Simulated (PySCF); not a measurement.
Compound: indole, C₈H₇N.
Cartesian coordinates in Å at the PBE0-D3(BJ)/def2-TZVP level; atoms count from 1:
```xyz
16
C8H7N angstrom
C      2.1436   -0.2952    0.3639
C      1.9269    1.0346   -0.0246
C      0.6599    1.4979   -0.3177
C     -0.3927    0.5948   -0.2136
N     -1.7339    0.7636   -0.4339
C     -2.3866   -0.4197   -0.1994
C     -1.4861   -1.3720    0.1755
C     -0.1987   -0.7512    0.1762
C      1.0971   -1.1878    0.4668
H      3.1524   -0.6227    0.5865
H      2.7701    1.7116   -0.0955
H      0.4952    2.5269   -0.6174
H     -2.1714    1.6177   -0.7246
H     -3.4562   -0.4892   -0.3214
H     -1.7152   -2.3968    0.4209
H      1.2754   -2.2141    0.7679
```

All values: wB97X-D/pcSseg-2 (PySCF, non-relativistic), on one gas-phase PBE0-D3(BJ)/def2-TZVP geometry that isn't relaxed in the solvent. The solvent is an IEF-PCM continuum (van der Waals radii × 1.2). Specific hydrogen bonds and non-electrostatic terms are outside this model.

Gas phase at wB97X-D/pcSseg-2: HOMO -7.68 eV, LUMO 1.30 eV, dipole 2.18 D.

Question: What does the continuum do to the energy, the frontier levels and the dipole at wB97X-D/pcSseg-2 in chloroform?

Answer: 
```tsv
solvent	ε	E(solvent) − E(gas) (kJ/mol)	polarisation term (kJ/mol)	distortion of the solute (kJ/mol)	HOMO (eV)	LUMO (eV)	dipole (D)
chloroform	4.711	-19.26	-21.73	2.47	-7.72	1.25	2.84
```

Polarisation term: ½ Σ q·V over the induced surface charges. Distortion: the rise of the solute's own energy as its density leaves the gas-phase optimum.

Question: Which radius a makes the point-dipole formula ΔE = −[(ε − 1)/(2ε + 1)]·μ²/a³ give the value in chloroform, with the gas-phase dipole?

Answer: μ = 0.856 au and |ΔE| = 0.00733 Eh give a = 1.74 Å; the farthest nucleus lies 3.50 Å from the centroid of the nuclei, so such a sphere wouldn't even hold the nuclei. The formula assumes a rigid point dipole at the centre of a sphere.

Question: Give the dipole vector in the frame of the coordinates (D, pointing from negative to positive charge), gas and chloroform.

Answer: Gas (-1.69, 1.25, -0.56), solvent (-2.20, 1.64, -0.74). Its length changes by +31 % and its direction by less than 1°.

wB97X-D is run here without its empirical dispersion term; that term would change no orbital, density or response property at a fixed geometry.
